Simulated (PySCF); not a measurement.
dimethyl selenide (C2H6Se), singlet, at a GFN2-xTB geometry. Base run: PySCF with R2SCAN/STO-3G.

Geometry (Å):
```xyz
9

C      1.4275    -0.3525     0.8041
Se     0.0186     0.1777    -0.4395
C     -1.4917    -0.2625     0.7171
H      1.3205    -1.4094     1.0367
H      2.3815    -0.1731     0.3170
H      1.3516     0.2475     1.7079
H     -1.4641    -1.3235     0.9537
H     -2.4023    -0.0256     0.1745
H     -1.4330     0.3334     1.6249
```
All else is at PySCF's defaults.
Base energy -2453.79575 Eh.

Variants of this job, named by their change:

```json
[
 {"change": "base", "ΔE vs base (µEh)": "0.0", "SCF cycles": "7"},
 {"change": "init_guess = vsap", "ΔE vs base (µEh)": "0.0", "SCF cycles": "8"},
 {"change": "conv_tol = 1e-12", "ΔE vs base (µEh)": "0.0", "SCF cycles": "8"},
 {"change": "diis = off; damp = 0.3 (with mf.diis_start_cycle = 200; with mf.max_cycle = 150)", "ΔE vs base (µEh)": "0.0", "SCF cycles": "19"},
 {"change": "level_shift = 0.5 (with mf.max_cycle = 100)", "ΔE vs base (µEh)": "0.0", "SCF cycles": "12"},
 {"change": "level_shift = 0.3 (with mf.max_cycle = 100)", "ΔE vs base (µEh)": "0.0", "SCF cycles": "11"},
 {"change": "diis_space = 12", "ΔE vs base (µEh)": "0.0", "SCF cycles": "7"},
 {"change": "diis = off; damp = 0.6 (with mf.diis_start_cycle = 200; with mf.max_cycle = 150)", "ΔE vs base (µEh)": "0.0", "SCF cycles": "17"},
 {"change": "level_shift = 1.0 (with mf.max_cycle = 100)", "ΔE vs base (µEh)": "0.0", "SCF cycles": "26"},
 {"change": "conv_tol_grad = 1e-7", "ΔE vs base (µEh)": "0.0", "SCF cycles": "8"},
 {"change": "solver = newton", "ΔE vs base (µEh)": "0.0", "SCF cycles": "-"},
 {"change": "init_guess = 1e", "ΔE vs base (µEh)": "0.0", "SCF cycles": "10"},
 {"change": "conv_tol_grad = 1e-3", "ΔE vs base (µEh)": "0.0", "SCF cycles": "7"}
]
```
